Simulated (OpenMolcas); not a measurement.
Pr4+: moving the ligands

Pr4+ with 8 ligands (fluoride) in square antiprismatic coordination (D4d) at 2.27 Å, a polar angle of 60.7° against the regular 57.3°. A charge of +0.5 e stands 3.2 Å behind each ligand. Ligand basis ANO-RCC-VDZP.
```
Pr    0.0000    0.0000    0.0000
F     1.8296    0.7578    1.1096
F    -0.7578    1.8296    1.1096
F    -1.8296   -0.7578    1.1096
F     0.7578   -1.8296    1.1096
F     1.8296   -0.7578   -1.1096
F     0.7578    1.8296   -1.1096
F    -1.8296    0.7578   -1.1096
F    -0.7578   -1.8296   -1.1096
```

* Program: OpenMolcas
* Method: SS-CASPT2, IPEA 0.25 Eh, imaginary shift 0.1 Eh (closed shells correlated: 5s 5p and the ligand valence shells)
* Basis: ANO-RCC-VTZP [8s7p5d3f2g1h]
* Scalar Hamiltonian: DKH2, point nucleus
* Active space: 1 electron in 7 orbitals (4f)
* State averaging: 2S+1 = 2 odd, 7 roots
* Spin-orbit coupling: state interaction with AMFI integrals over the reference wave functions

Runs around this geometry, states. Energies in cm-1 above the lowest state or level, χT in cm3 K/mol.

| R (Å) | Ground state | First state of that spin | First gap with spin-orbit (degeneracies) | Width of lowest J | χT at 300 K |
| --- | --- | --- | --- | --- | --- |
| 2.11 | 2S+1 = 2 | 900 | 730 (2, 2) | 991 | 0.551 |
| 2.27 | 2S+1 = 2 | 550 | 680 (2, 2) | 985 | 0.599 |
| 2.4 | 2S+1 = 2 | 350 | 610 (2, 2) | 899 | 0.632 |

Taking the width of the lowest J multiplet as R^-n, n = -ln(899 / 991) / ln(2.4 / 2.11) = 0.8 between the shortest and longest distance.

Over all roots computed the reference weight is 0.66 in R = 2.11, 0.66 in R = 2.27, 0.65 in R = 2.4; a low but even weight reflects the number of correlated electrons. Splittings of an f shell from a small cluster at a set distance can be off by tens of per cent, mostly too small. No measured value stands beside these numbers; the geometry is a model, was not optimised and need not be the one that this ion takes.

A state without a sure symmetry label is named by its multiplicity alone.
